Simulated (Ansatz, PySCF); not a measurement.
Molecule: C3H6F, net charge 0, doublet state. It need not be the lowest isomer of its formula. SMILES: [CH2]CCF
Coordinates optimised at B3LYP-D3(BJ)/def2-TZVP (Ansatz, a quantum-chemistry and plane-wave program):
```
C
H 1 1.0955
H 1 1.1019 2 105.58
C 1 1.4845 2 110.78 3 -119.84
H 4 1.0805 1 120.77 2 33.17
H 4 1.0807 5 118.38 1 -170.75
C 1 1.5172 2 108.04 3 114.90
H 7 1.0921 1 111.28 2 -56.14
H 7 1.0922 8 109.57 1 -123.69
F 7 1.3990 8 107.25 9 -115.98
```
Charge 0, spin multiplicity 2.

Wanted: atomisation energy (electronic, to ground-state atoms), in eV. Correlated levels leave the core frozen unless marked. UHF or UKS for open shells. No spin-orbit coupling. Non-relativistic. The coupled-cluster limit lacks core correlation, which all-electron functionals hold. CBS marks a two-point X^-3 extrapolation of the correlation energy; Hartree-Fock from the larger set. The bracket is a focal-point correction in the basis named.

```csv
level,program,atomisation energy (eV),minus last row
HF/STO-3G,Ansatz,35.53,-3.72
HF/def2-TZVPD,PySCF,29.50,-9.75
PBE-D3(BJ)/def2-TZVPD,Ansatz + dftd3,40.22,0.97
RI-MP2/aug-cc-pVQZ,Ansatz,39.44,0.19
CCSD/6-31G*,Ansatz,35.76,-3.49
CCSD(T)/aug-cc-pVDZ,Ansatz,36.87,-2.38
"RI-MP2/CBS(cc-pVTZ,cc-pVQZ)+[CCSD(T)-MP2]/cc-pVTZ",Ansatz,39.25,0.00
```
